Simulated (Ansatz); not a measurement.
Input for Ansatz (a quantum-chemistry and plane-wave program): R-PBE0/def2-TZVPP on CoO+, 2S+1 = 1, a spin state set in the input, which need not be the lowest. Charge +1.

Ansatz 0.2 input:
```yaml
crystal:
  periodic: [false, false, false]
  atoms:
    - {symbol: Co, position_ang: [0.00000000, 0.00000000, 0.00000000]}
    - {symbol: O, position_ang: [0.00000000, 0.00000000, 1.82400000]}
basis:
  gaussian:
    orbitals: def2-TZVPP
hamiltonian:
  xc: {name: PBE0}
total_charge: 1
relax: {f_tol: 0.002, max_steps: 120}
```

Output:

```
Functional definition: PBE0
[...]
integrals: 0.02 GiB planned
722 factors; their error is unknown
mean field: 0.25 GiB planned
mean field evaluation 1: about -39568.9213 eV, gradient 2.8e2 eV
mean field evaluation 2: about -38871.7365 eV, gradient 5.8e2 eV
mean field evaluation 4: about -39515.7292 eV, gradient 2.9e2 eV
mean field evaluation 8: about -39634.9871 eV, gradient 1.1e2 eV
mean field evaluation 16: about -39651.8318 eV, gradient 5.4e0 eV
mean field evaluation 32: about -39652.0859 eV, gradient 5.2e-5 eV
mean field evaluation 64: about -39651.9086 eV, gradient 1.6e0 eV
mean field evaluation 96: about -39649.8451 eV, gradient 3.3e1 eV
mean field -39652.08593954 eV, -1457.1872811291 hartree, gradient 6.8e-6 eV, S^2 0.000000; 5 other end points of the search recorded, 0 dependent functions left out
the calculation of the forces begins
reference -39652.08596145 eV, -1457.1872819339 hartree; 17, 17 occupied and 78, 78 virtual orbitals, 722 factors
relax step   1: F+E_penalty+E_count = -39652.08593954 eV  Δ(F+E_penalty+E_count) = +0.000e0 eV  max|allowed force component| = 6.331e0 eV/Å  Δτ_max = 0.0000 Å  (411 SCF iters, accepted)
these checks for a lower state are left out or cut short: starts, cluster_reference, orbital_swaps, neighbouring_geometries, increment
integrals: 0.02 GiB planned
722 factors; their error is unknown
mean field: 0.25 GiB planned
mean field -39653.00682963 eV, -1457.2211232156 hartree, gradient 7.2e-6 eV, S^2 0.000000; 0 other end points of the search recorded, 0 dependent functions left out
the calculation of the forces begins
reference -39653.00685144 eV, -1457.2211240170 hartree; 17, 17 occupied and 78, 78 virtual orbitals, 722 factors
relax step   2: F+E_penalty+E_count = -39653.00682963 eV  Δ(F+E_penalty+E_count) = -9.209e-1 eV  max|allowed force component| = 4.866e0 eV/Å  Δτ_max = 0.0791 Å  (65 SCF iters, accepted)
these checks for a lower state are left out or cut short: starts, cluster_reference, orbital_swaps, neighbouring_geometries, increment
integrals: 0.02 GiB planned
722 factors; their error is unknown
mean field: 0.26 GiB planned
mean field evaluation 128: about -39650.7855 eV, gradient 1.4e-5 eV
mean field -39650.78546129 eV, -1457.1394894349 hartree, gradient 2.9e-5 eV, S^2 0.000000; 0 other end points of the search recorded, 0 dependent functions left out
the calculation of the forces begins
reference -39650.78547984 eV, -1457.1394901163 hartree; 17, 17 occupied and 78, 78 virtual orbitals, 722 factors
relax step   3: F+E_penalty+E_count = -39650.78546129 eV  Δ(F+E_penalty+E_count) = +2.221e0 eV  max|allowed force component| = 2.713e1 eV/Å  Δτ_max = 0.1951 Å  (63 SCF iters, rejected (line search))
these checks for a lower state are left out or cut short: starts, cluster_reference, orbital_swaps, neighbouring_geometries, increment
integrals: 0.02 GiB planned
722 factors; their error is unknown
mean field: 0.26 GiB planned
mean field -39653.37613432 eV, -1457.2346949125 hartree, gradient 4.9e-6 eV, S^2 0.000000; 0 other end points of the search recorded, 0 dependent functions left out
the calculation of the forces begins
reference -39653.37615548 eV, -1457.2346956903 hartree; 17, 17 occupied and 78, 78 virtual orbitals, 722 factors
relax step   4: F+E_penalty+E_count = -39653.37613432 eV  Δ(F+E_penalty+E_count) = -3.693e-1 eV  max|allowed force component| = 1.909e0 eV/Å  Δτ_max = 0.0517 Å  (65 SCF iters, accepted)
these checks for a lower state are left out or cut short: starts, cluster_reference, orbital_swaps, neighbouring_geometries, increment
integrals: 0.02 GiB planned
722 factors; their error is unknown
mean field: 0.26 GiB planned
mean field evaluation 160: about -39653.4125 eV, gradient 9.8e-6 eV
mean field -39653.41251852 eV, -1457.2360320074 hartree, gradient 9.8e-6 eV, S^2 0.000000; 0 other end points of the search recorded, 0 dependent functions left out
the calculation of the forces begins
reference -39653.41253917 eV, -1457.2360327663 hartree; 17, 17 occupied and 78, 78 virtual orbitals, 722 factors
relax step   5: F+E_penalty+E_count = -39653.41251852 eV  Δ(F+E_penalty+E_count) = -3.638e-2 eV  max|allowed force component| = 7.442e-1 eV/Å  Δτ_max = 0.0276 Å  (56 SCF iters, accepted)
these checks for a lower state are left out or cut short: starts, cluster_reference, orbital_swaps, neighbouring_geometries, increment
integrals: 0.02 GiB planned
722 factors; their error is unknown
mean field: 0.26 GiB planned
mean field -39653.41750275 eV, -1457.2362151745 hartree, gradient 4.3e-6 eV, S^2 0.000000; 0 other end points of the search recorded, 0 dependent functions left out
the calculation of the forces begins
reference -39653.41752355 eV, -1457.2362159388 hartree; 17, 17 occupied and 78, 78 virtual orbitals, 722 factors
relax step   6: F+E_penalty+E_count = -39653.41750275 eV  Δ(F+E_penalty+E_count) = -4.984e-3 eV  max|allowed force component| = 6.175e-2 eV/Å  Δτ_max = 0.0074 Å  (58 SCF iters, accepted)
these checks for a lower state are left out or cut short: starts, cluster_reference, orbital_swaps, neighbouring_geometries, increment
integrals: 0.02 GiB planned
722 factors; their error is unknown
mean field: 0.26 GiB planned
mean field -39653.41753947 eV, -1457.2362165238 hartree, gradient 9.9e-6 eV, S^2 0.000000; 0 other end points of the search recorded, 0 dependent functions left out
the calculation of the forces begins
reference -39653.41756026 eV, -1457.2362172877 hartree; 17, 17 occupied and 78, 78 virtual orbitals, 722 factors
relax step   7: F+E_penalty+E_count = -39653.41753947 eV  Δ(F+E_penalty+E_count) = -3.672e-5 eV  max|allowed force component| = 8.316e-4 eV/Å  Δτ_max = 0.0006 Å  (56 SCF iters, accepted)
integrals: 0.02 GiB planned
722 factors; their error is unknown
mean field: 0.26 GiB planned
mean field evaluation 192: about -39653.4175 eV, gradient 1.7e-1 eV
mean field evaluation 224: about -39653.2100 eV, gradient 8.2e0 eV
mean field -39653.41753947 eV, -1457.2362165238 hartree, gradient 9.8e-6 eV, S^2 0.000000; 2 other end points of the search recorded, 0 dependent functions left out
the calculation of the forces begins
reference -39653.41756026 eV, -1457.2362172877 hartree; 17, 17 occupied and 78, 78 virtual orbitals, 722 factors
Total energy: -39653.41756026 eV, -1457.2362172877 hartree
Atom 0 at     0.000000    -0.000000     0.151622 Å, force     0.000000    -0.000000    -0.000832 eV/Å
Atom 1 at    -0.000000     0.000000     1.672378 Å, force    -0.000000     0.000000     0.000832 eV/Å
Dipole moment:     0.000000     0.000000    -0.803251 e Å
```

Self-consistency was reached.

Cost: very roughly 40 core-seconds.
